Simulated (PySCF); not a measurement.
Computed IR spectrum (relative IR intensity) of a molecule C3H5, multiplicity 2. The structure is a stationary point at ωB97X-D3(BJ)/def2-TZVP. One conformer was computed; it need not be the lowest. Method: ωB97X-D3(BJ)/def2-TZVP in PySCF. Harmonic, unscaled wavenumbers; measured fundamentals usually lie a few per cent lower.

ν (cm⁻¹): 536 (m), 833 (vs), 1023 (m), 1426 (w), 1531 (w), 3166 (m), 3266 (w), 3269 (m) (against the strongest line: vs over 80 %, s over 45 %, m over 15 %, w over 4 %, vw less)

Q: Pick the molecule that these values belong to.
A) [CH]=CC
B) C=[C]C
C) [CH2]C=C

A: C, [CH2]C=C
